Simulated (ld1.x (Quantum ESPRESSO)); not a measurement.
# Scattering properties, TM potential for He

helium, norm-conserving Troullier–Martins (Kleinman–Bylander form), made with ld1.x (Quantum ESPRESSO) 7.5 (PBE, non-relativistic). Core none, reference 1s2. Waves: 1s (bound): rc 0.65 bohr; 2p channel at 0.3 Ry: rc 0.65 bohr. Local part: the p channel. Core correction: none.

The phase is arctan(r·u′/u) with u = r·R(r), unwrapped; energies in Ry, scanned from -3 to 5 Ry. A pole is an energy at which the radial function vanishes at the test radius. The pseudo phase is shifted by a multiple of π to meet the all-electron one at the reference energy, and phase errors are pseudo minus all-electron; the curves can meet again beyond the range given. Levels narrower than the energy grid can be missing from the lists of poles.

```json
{"channel": "s", "radius (bohr)": "0.70", "reference energy (Ry)": "-1.16", "poles, all-electron": "none", "poles, pseudo": "none", "unbroken range about the reference energy with phases within 0.05 rad": "the whole range", "phase error 1 Ry above the reference energy (rad)": "+0.000"}
{"channel": "p", "radius (bohr)": "0.70", "reference energy (Ry)": "0.30", "poles, all-electron": "none", "poles, pseudo": "none", "unbroken range about the reference energy with phases within 0.05 rad": "the whole range", "phase error 1 Ry above the reference energy (rad)": "+0.000"}
```

Phases in the p channel:

```csv
E (Ry),all-electron,pseudo
-3.00,1.087,1.087
-2.52,1.076,1.076
-2.04,1.065,1.065
-1.56,1.052,1.052
-1.08,1.039,1.039
-0.60,1.025,1.025
-0.12,1.010,1.010
0.36,0.994,0.994
0.84,0.977,0.977
1.32,0.959,0.959
1.80,0.940,0.940
2.28,0.919,0.919
2.76,0.896,0.896
3.24,0.871,0.871
3.72,0.845,0.845
4.20,0.816,0.816
4.68,0.784,0.784
```
